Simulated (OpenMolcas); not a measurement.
## OpenMolcas run: Ti+

Input:

```
&GATEWAY
Coord
1

Ti 0.0 0.0 0.0
Basis=ANO-R1
Group=XYZ
NoMove
AngMom=0.0 0.0 0.0
AMFI
&SEWARD
&RASSCF
FileOrb=start.orb
Symmetry=1
Spin=4
nActEl=3 0 0
Inactive=3 6
Ras2=5 0
CIRoot=10 10 1
SDav=10
CIMx=300
Iter=120 100
PrWF=0.3
OrbListing=Nothing
MaxOrb=0
Atom
>>> COPY $Project.JobIph JOB001
&RASSCF
FileOrb=start.orb
Symmetry=1
Spin=2
nActEl=3 0 0
Inactive=3 6
Ras2=5 0
CIRoot=40 40 1
SDav=40
CIMx=300
Iter=120 100
PrWF=0.3
OrbListing=Nothing
MaxOrb=0
Atom
>>> COPY $Project.JobIph JOB002
&RASSI
NrOfJobIphs=2 10 40
1 2 3 4 5 6 7 8 9 10
1 2 3 4 5 6 7 8 9 10 11 12 13 14 15 16 17 18 19 20 21 22 23 24 25 26 27
28 29 30 31 32 33 34 35 36 37 38 39 40
IphNames
JOB001
JOB002
EJob
SpinOrbit
DIPRint=1.0
SOCoupling=1000.0
Subsets=2
MEES
Property=10
'ANGMOM' 1 'ANGMOM' 2 'ANGMOM' 3 'MLTPL  1' 1 'MLTPL  1' 2 'MLTPL  1' 3
'AMFI' 1 'AMFI' 2 'AMFI' 3 'MLTPL  2' 6
SOProperty=3
'ANGMOM' 1 'ANGMOM' 2 'ANGMOM' 3
```

Launched by
```bash
OMP_NUM_THREADS=1 MOLCAS_MEM=1689 MOLCAS_PROJECT=a pymolcas a.inp > a.log  # once for each step of the input, in one work folder
```

A driver script runs the steps one by one and writes start.orb anew before each from the orbitals found so far.

Output, cut to the results:

```
--- SEWARD ---
Basis set label: TI.ANO-R...5S4P3D1F.

      Electronic valence basis set:
      ------------------
      Associated Effective Charge  22.000000 au
      Associated Actual Charge     22.000000 au
      Nuclear Model: Finite nucleus - Gaussian distribution
        Gaussian exponent, Xi/bohr**(-2):  3.22631E+08

      Shell  nPrim  nBasis  Cartesian Spherical Contaminant
         s      19       5        X
         p      12       4        X
         d       8       3                 X
         f       5       1                 X
                  Relativistic X2C integrals
                  Atomic mean-field integrals
--- RASSCF ---
Wave function specifications:
      -----------------------------

      Number of closed shell electrons          18
      Number of electrons in active shells       3
      Max number of holes in RAS1 space          0
      Max nr of electrons in RAS3 space          0
      Number of inactive orbitals                9
      Number of active orbitals                  5
      Number of secondary orbitals              25
      Spin quantum number                      1.5
      State symmetry                             1
Orbital specifications:
      -----------------------

      Symmetry species                           1   2
                                                ag  au
      Frozen orbitals                            0   0
      Inactive orbitals                          3   6
      Active orbitals                            5   0
      RAS1 orbitals                              0   0
      RAS2 orbitals                              5   0
      RAS3 orbitals                              0   0
      Secondary orbitals                        12  13
      Deleted orbitals                           0   0
      Number of basis functions                 20  19
      Number of CSFs                            10
      Number of root(s) required                10
      Iter CI   SX   CI       RASSCF       Energy    max ROT     max BLB   max BLB  Level Ln srch  Step   QN
          iter iter root      energy       change     param      element    value   shift minimum  type update
 Nr of preliminary CI iterations:   1
        1   1    8    0  -852.50406377    0.00E+00   9.66E-02    6   9 2 -5.03E-02*  0.05   0.00    SX    NO
        2   1    8    0  -852.50089339    3.17E-03* -1.28E-01*   4  10 2 -5.36E-02*  0.00   0.00    SX    NO
        3   1    8    0  -852.49878303    2.11E-03*  1.61E-01*   4  10 2  5.89E-02*  0.07   0.00    SX    NO
        4   1    8    0  -852.48953546    9.25E-03* -1.73E-01*   5   8 2  7.35E-02*  0.00   0.00    SX    NO
        5   1    8    0  -852.49343455   -3.90E-03*  9.64E-02    6  12 2  8.03E-02*  0.08   0.51    SX   YES
        6   1    7    0  -852.50888995   -1.55E-02*  1.75E-02    4  11 1  4.35E-03*  0.00   0.88    QN   YES
        7   1    7    0  -852.50929823   -4.08E-04*  2.75E-03    4  16 1 -1.23E-03*  0.01   0.84    QN   YES
        8   1    7    0  -852.50931727   -1.90E-05*  1.12E-04    6   9 2 -6.01E-04*  0.01   0.96    QN   YES
        9   1    6    0  -852.50931757   -3.02E-07* -7.20E-05    4  10 2 -4.55E-05   0.01   0.94    QN   YES
       10   1    6    0  -852.50931759   -1.43E-08*  4.75E-06    3   9 1 -4.97E-06   0.01   1.08    QN   YES
       11   1    2    0  -852.50931759   -1.64E-10  -1.75E-07    3  10 1  5.19E-07   0.01   1.02    QN   YES
      Convergence after 11 iterations
       12   1    2    0  -852.50931759   -3.41E-13  -1.75E-07    3  10 1  1.09E-07   0.01   1.02    QN   YES
      Natural orbitals and occupation numbers for root  1
      sym 1:   0.109162   0.109162   0.890838   1.000000   0.890838
      Natural orbitals and occupation numbers for root  2
      sym 1:   0.057412   0.942588   0.057412   1.000000   0.942588
      Natural orbitals and occupation numbers for root  3
      sym 1:   0.275411   0.275411   1.000000   0.724589   0.724589
::    RASSCF root number  1 Total energy:   -852.52473244
::    RASSCF root number  2 Total energy:   -852.52473244
::    RASSCF root number  3 Total energy:   -852.52473244
::    RASSCF root number  4 Total energy:   -852.52473244
::    RASSCF root number  5 Total energy:   -852.52473244
::    RASSCF root number  6 Total energy:   -852.52473244
::    RASSCF root number  7 Total energy:   -852.52473244
::    RASSCF root number  8 Total energy:   -852.47334960
::    RASSCF root number  9 Total energy:   -852.47334960
...
--- RASSI ---
SPIN-FREE ENERGIES:
  (Shifted by EMIN (a.u.) =       -852.5247324398)

 SF State       Relative EMIN(au)   Rel lowest level(eV)    D:o, cm**(-1)      L_eff

     1             0.0000000000        0.0000000000              0.0000         3.0
     2             0.0000000000        0.0000000000              0.0000         3.0
     3             0.0000000000        0.0000000000              0.0000         3.0
     4             0.0000000000        0.0000000000              0.0000         3.0
     5             0.0000000000        0.0000000000              0.0000         3.0
     6             0.0000000000        0.0000000000              0.0000         3.0
     7             0.0000000000        0.0000000000              0.0000         3.0
    11             0.0511151555        1.3909142393          11218.4799         4.0
    12             0.0511151555        1.3909142393          11218.4799         4.0
    13             0.0511151555        1.3909142393          11218.4799         4.0
    14             0.0511151555        1.3909142393          11218.4799         4.0
    15             0.0511151555        1.3909142393          11218.4799         4.0
    16             0.0511151555        1.3909142393          11218.4799         4.0
    17             0.0511151555        1.3909142393          11218.4799         4.0
    18             0.0511151555        1.3909142393          11218.4799         4.0
    19             0.0511151555        1.3909142393          11218.4799         4.0
     8             0.0513828375        1.3981982376          11277.2293         1.0
     9             0.0513828375        1.3981982376          11277.2293         1.0
    10             0.0513828375        1.3981982376          11277.2293         1.0
    20             0.0676902758        1.8419462410          14856.2983         4.3
    21             0.0676902758        1.8419462410          14856.2983         4.7
...
```

Levels above the lowest, from the spin-orbit matrix, grouped by J:

```tsv
Configuration	Term	J	E (cm⁻¹)	Term weight %	Second
3d³	⁴F	3/2	0.0	100	
3d³	⁴F	5/2	83.6	100	
3d³	⁴F	7/2	199	100	
3d³	⁴F	9/2	346	100	
3d³	²G	7/2	11347	100	
3d³	⁴P	1/2	11391	100	
3d³	⁴P	3/2	11434	100	
3d³	²G	9/2	11471	100	
3d³	⁴P	5/2	11525	100	
3d³	²P	1/2	14997	100	
3d³	²H	9/2	15006	100	
3d³	²P	3/2	15065	97	3 ²D(1)
3d³	²H	11/2	15104	100	
3d³	²D(1)	3/2	16230	97	3 ²P
3d³	²D(1)	5/2	16342	100	
3d³	²F	7/2	25947	100	
3d³	²F	5/2	26000	100	
3d³	²D(2)	5/2	40375	100	
3d³	²D(2)	3/2	40440	100
```

Without dynamic correlation excited terms often stand tens of per cent too high (terms of higher spin than the ground term too low), and those without a measured partner can miss by more than the paired ones. The free ion's ground configuration, as NIST lists it, lies outside this active space, so the lowest level here need not be the ground level. Levels of configurations outside the active space are missing.

The term weight is that of the spin-free term in the level, not the purity of its configuration. A number in round brackets counts repeated terms of one configuration in the order of the reference energies.
